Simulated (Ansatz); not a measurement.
Ansatz (a quantum-chemistry and plane-wave program) input (B3LYP/LANL2DZ): The .json file is the Basis Set Exchange's LANL2DZ.

Ansatz 0.2 input:
```yaml
crystal:
  periodic: [false, false, false]
  atoms:
    - {symbol: C, position_ang: [-1.81851400, 1.34624500, 0.30358400]}
    - {symbol: Si, position_ang: [-1.16926200, -0.31636100, -0.30131200]}
    - {symbol: C, position_ang: [-2.24264500, -1.74244900, 0.31504500]}
    - {symbol: Si, position_ang: [1.08401400, -0.59755400, 0.24659300]}
    - {symbol: Cl, position_ang: [2.10431200, 1.10039000, -0.40248500]}
    - {symbol: H, position_ang: [-2.81904400, 1.54014000, -0.08784600]}
    - {symbol: H, position_ang: [-1.16271200, 2.15761100, -0.01341800]}
    - {symbol: H, position_ang: [-1.87608700, 1.36133400, 1.39628800]}
    - {symbol: H, position_ang: [-3.26644600, -1.63896500, -0.05017200]}
    - {symbol: H, position_ang: [-2.27755000, -1.75407200, 1.40868400]}
    - {symbol: H, position_ang: [-1.85970600, -2.70638400, -0.02267500]}
    - {symbol: H, position_ang: [1.68010500, -1.77027200, -0.43400100]}
    - {symbol: H, position_ang: [1.36853900, -0.72399800, 1.69967200]}
basis:
  gaussian:
    orbitals: LANL2DZ.json
hamiltonian:
  xc: {name: B3LYP}
magnetization: {spin_polarized: true, initial_magnetization: 1}
relax: {f_tol: 0.003, max_steps: 120}
```

Output:

```
Functional definition: B3LYP
integrals: 0.02 GiB planned
836 factors; integrals over basis functions are off by at most 3.1e-4 eV
mean field: 0.29 GiB planned
mean field evaluation 1: about -2813.9505 eV, gradient 4.0e1 eV
mean field evaluation 2: about -2809.0696 eV, gradient 4.8e1 eV
mean field evaluation 4: about -2822.6571 eV, gradient 6.2e-1 eV
mean field evaluation 8: about -2822.6481 eV, gradient 2.5e-2 eV
mean field evaluation 16: about -2822.6481 eV, gradient 2.0e-5 eV
mean field -2822.64807861 eV, -103.7304036295 hartree, gradient 2.0e-5 eV, S^2 0.751816; 0 other end points of the search recorded, 0 dependent functions left out
the calculation of the forces begins
reference -2822.64835212 eV, -103.7304136807 hartree; 18, 17 occupied and 40, 41 virtual orbitals, 836 factors
relax step   1: F+E_penalty+E_count = -2822.64807861 eV  Δ(F+E_penalty+E_count) = +0.000e0 eV  max|allowed force component| = 1.611e0 eV/Å  Δτ_max = 0.0000 Å  (27 SCF iters, accepted)
these checks for a lower state are left out or cut short: starts, cluster_reference, orbital_swaps, neighbouring_geometries, increment
integrals: 0.02 GiB planned
836 factors; integrals over basis functions are off by at most 3.1e-4 eV
mean field: 0.29 GiB planned
mean field -2822.76515662 eV, -103.7347061668 hartree, gradient 1.3e-5 eV, S^2 0.751895; 0 other end points of the search recorded, 0 dependent functions left out
the calculation of the forces begins
reference -2822.76543258 eV, -103.7347163082 hartree; 18, 17 occupied and 40, 41 virtual orbitals, 836 factors
relax step   2: F+E_penalty+E_count = -2822.76515662 eV  Δ(F+E_penalty+E_count) = -1.171e-1 eV  max|allowed force component| = 3.983e-1 eV/Å  Δτ_max = 0.1131 Å  (27 SCF iters, accepted)
these checks for a lower state are left out or cut short: starts, cluster_reference, orbital_swaps, neighbouring_geometries, increment
integrals: 0.02 GiB planned
836 factors; integrals over basis functions are off by at most 3.1e-4 eV
mean field: 0.29 GiB planned
mean field -2822.77435719 eV, -103.7350442816 hartree, gradient 2.3e-5 eV, S^2 0.751838; 0 other end points of the search recorded, 0 dependent functions left out
the calculation of the forces begins
reference -2822.77463343 eV, -103.7350544330 hartree; 18, 17 occupied and 40, 41 virtual orbitals, 836 factors
relax step   3: F+E_penalty+E_count = -2822.77435719 eV  Δ(F+E_penalty+E_count) = -9.201e-3 eV  max|allowed force component| = 9.094e-2 eV/Å  Δτ_max = 0.0489 Å  (28 SCF iters, accepted)
these checks for a lower state are left out or cut short: starts, cluster_reference, orbital_swaps, neighbouring_geometries, increment
integrals: 0.02 GiB planned
836 factors; integrals over basis functions are off by at most 3.1e-4 eV
mean field: 0.29 GiB planned
mean field evaluation 32: about -2822.7757 eV, gradient 3.2e-1 eV
mean field -2822.77628470 eV, -103.7351151161 hartree, gradient 8.6e-6 eV, S^2 0.751854; 0 other end points of the search recorded, 0 dependent functions left out
the calculation of the forces begins
reference -2822.77656103 eV, -103.7351252711 hartree; 18, 17 occupied and 40, 41 virtual orbitals, 836 factors
relax step   4: F+E_penalty+E_count = -2822.77628470 eV  Δ(F+E_penalty+E_count) = -1.928e-3 eV  max|allowed force component| = 2.591e-2 eV/Å  Δτ_max = 0.0142 Å  (25 SCF iters, accepted)
these checks for a lower state are left out or cut short: starts, cluster_reference, orbital_swaps, neighbouring_geometries, increment
integrals: 0.02 GiB planned
836 factors; integrals over basis functions are off by at most 3.1e-4 eV
mean field: 0.29 GiB planned
mean field -2822.77639638 eV, -103.7351192203 hartree, gradient 1.2e-5 eV, S^2 0.751857; 0 other end points of the search recorded, 0 dependent functions left out
the calculation of the forces begins
reference -2822.77667266 eV, -103.7351293736 hartree; 18, 17 occupied and 40, 41 virtual orbitals, 836 factors
relax step   5: F+E_penalty+E_count = -2822.77639638 eV  Δ(F+E_penalty+E_count) = -1.117e-4 eV  max|allowed force component| = 9.770e-3 eV/Å  Δτ_max = 0.0043 Å  (23 SCF iters, accepted)
these checks for a lower state are left out or cut short: starts, cluster_reference, orbital_swaps, neighbouring_geometries, increment
integrals: 0.02 GiB planned
836 factors; integrals over basis functions are off by at most 3.1e-4 eV
mean field: 0.29 GiB planned
mean field -2822.77646043 eV, -103.7351215741 hartree, gradient 1.6e-5 eV, S^2 0.751860; 0 other end points of the search recorded, 0 dependent functions left out
the calculation of the forces begins
reference -2822.77673665 eV, -103.7351317250 hartree; 18, 17 occupied and 40, 41 virtual orbitals, 836 factors
relax step   6: F+E_penalty+E_count = -2822.77646043 eV  Δ(F+E_penalty+E_count) = -6.405e-5 eV  max|allowed force component| = 6.104e-3 eV/Å  Δτ_max = 0.0054 Å  (23 SCF iters, accepted)
these checks for a lower state are left out or cut short: starts, cluster_reference, orbital_swaps, neighbouring_geometries, increment
integrals: 0.02 GiB planned
836 factors; integrals over basis functions are off by at most 3.1e-4 eV
mean field: 0.29 GiB planned
mean field -2822.77649269 eV, -103.7351227598 hartree, gradient 8.9e-6 eV, S^2 0.751863; 0 other end points of the search recorded, 0 dependent functions left out
the calculation of the forces begins
reference -2822.77676886 eV, -103.7351329087 hartree; 18, 17 occupied and 40, 41 virtual orbitals, 836 factors
relax step   7: F+E_penalty+E_count = -2822.77649269 eV  Δ(F+E_penalty+E_count) = -3.226e-5 eV  max|allowed force component| = 7.606e-3 eV/Å  Δτ_max = 0.0048 Å  (23 SCF iters, accepted)
these checks for a lower state are left out or cut short: starts, cluster_reference, orbital_swaps, neighbouring_geometries, increment
integrals: 0.02 GiB planned
836 factors; integrals over basis functions are off by at most 3.1e-4 eV
mean field: 0.29 GiB planned
mean field -2822.77650748 eV, -103.7351233033 hartree, gradient 4.8e-5 eV, S^2 0.751865; 0 other end points of the search recorded, 0 dependent functions left out
the calculation of the forces begins
reference -2822.77678363 eV, -103.7351334517 hartree; 18, 17 occupied and 40, 41 virtual orbitals, 836 factors
relax step   8: F+E_penalty+E_count = -2822.77650748 eV  Δ(F+E_penalty+E_count) = -1.479e-5 eV  max|allowed force component| = 7.578e-4 eV/Å  Δτ_max = 0.0034 Å  (20 SCF iters, accepted)
integrals: 0.02 GiB planned
836 factors; integrals over basis functions are off by at most 3.1e-4 eV
mean field: 0.29 GiB planned
mean field evaluation 64: about -2822.7869 eV, gradient 6.1e-1 eV
mean field -2822.77650748 eV, -103.7351233033 hartree, gradient 4.8e-5 eV, S^2 0.751865; 1 other end points of the search recorded, 0 dependent functions left out
the calculation of the forces begins
reference -2822.77678363 eV, -103.7351334517 hartree; 18, 17 occupied and 40, 41 virtual orbitals, 836 factors
Total energy: -2822.77678363 eV, -103.7351334517 hartree
Atom 0 at    -1.827539     1.370809     0.304982 Å, force     0.000428    -0.000234     0.000269 eV/Å
Atom 1 at    -1.174530    -0.316159    -0.286446 Å, force     0.000297     0.000396    -0.000284 eV/Å
Atom 2 at    -2.254241    -1.768313     0.320203 Å, force    -0.000193    -0.000402     0.000732 eV/Å
Atom 3 at     1.086312    -0.629148     0.264941 Å, force    -0.000403    -0.000014    -0.000715 eV/Å
Atom 4 at     2.175950     1.166998    -0.426689 Å, force    -0.000316     0.000276    -0.000308 eV/Å
Atom 5 at    -2.831132     1.559155    -0.097735 Å, force     0.000758    -0.000013     0.000013 eV/Å
Atom 6 at    -1.171866     2.182837    -0.030050 Å, force    -0.000378    -0.000467     0.000258 eV/Å
Atom 7 at    -1.890654     1.416243     1.401891 Å, force    -0.000238    -0.000078    -0.000291 eV/Å
Atom 8 at    -3.283939    -1.651612    -0.042283 Å, force     0.000612     0.000156    -0.000165 eV/Å
Atom 9 at    -2.290304    -1.812175     1.418481 Å, force    -0.000443    -0.000085    -0.000261 eV/Å
Atom 10 at    -1.880869    -2.732452    -0.045684 Å, force    -0.000470     0.000324    -0.000066 eV/Å
Atom 11 at     1.687607    -1.787676    -0.437098 Å, force     0.000089    -0.000021     0.000113 eV/Å
Atom 12 at     1.400208    -0.742841     1.713445 Å, force     0.000257     0.000162     0.000704 eV/Å
Dipole moment:    -0.642110    -0.430641     0.240226 e Å
```

The geometry given is a B3LYP-D3(BJ)/def2-TZVP minimum.
